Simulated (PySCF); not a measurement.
## Which element holds H most strongly?

PBE in PySCF with def2-TZVPP on every atom (core potentials on Mo, Ru), for the lowest determinant that a PBE0 search found; no spin–orbit coupling. D0 is De less the harmonic zero-point energy.

```
 M  state (unpaired electrons)  Re (Å)  ωe (cm⁻¹)  D0(MH) (eV)
Ge               doublet (π ↑)   1.618       1823         2.81
Mo    sextet (σ ↑, π ↑↑, δ ↑↑)   1.713       1774         2.42
 C               doublet (π ↑)   1.137       2730         3.50
Cu      singlet (closed shell)   1.470       1907         2.66
Si               doublet (π ↑)   1.545       1952         3.00
As              triplet (π ↑↑)   1.546       2088         2.83
Ru         quartet (σ ↑, δ ↑↑)   1.573       2016         2.73
```

**Question.** Order the elements by D0 and give the energy of SiH + Cu → CuH + Si.

**Answer.** C > Si > As > Ge > Ru > Cu > Mo; ΔE = 3.00 − 2.66 = +0.34 eV at PBE/def2-TZVPP. Close neighbours can swap at other levels.

The metal atom is held in its measured ground configuration; semilocal functionals can put another filling of s and d lower by some tenths of an eV, and De to that atom would be smaller. These are scalar-relativistic numbers at best; spin–orbit coupling would shift them, the dissociation energy most. States were picked by a PBE0 search and need not be the measured ground states. The state is the lowest single determinant that the PBE0 search found; with open d or f shells the true ground state can be another one.
